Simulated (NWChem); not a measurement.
Species: sulfur tetrafluoride (SF4); SMILES FS(F)(F)F

```xyz
5

F      1.2205     0.0000     0.6180
S      0.0000     0.0000    -0.3866
F      0.0000    -1.6542    -0.2744
F      0.0000     1.6542    -0.2744
F     -1.2205     0.0000     0.6180
```
Atoms are numbered in this order, from 1.

Structure relaxed at the PBE0/def2-SVP level.

Symmetry labels are those of C2v in the frame above (b1 and b2, or b-type labels, depend on it).

Question: List the 4 lowest vertical singlet excitations from CAM-B3LYP/def2-SVP, TDA (NWChem).

Answer: 
```csv
state,energy (eV),oscillator strength,symmetry,leading excitation (squared amplitude)
S1,6.70,0.062,b1,HOMO → LUMO (0.97)
S2,8.03,0.000,a2,HOMO−2 → LUMO (0.99)
S3,8.12,0.014,b2,HOMO−1 → LUMO (0.94)
S4,8.26,0.032,a1,HOMO → LUMO+1 (0.95)
```
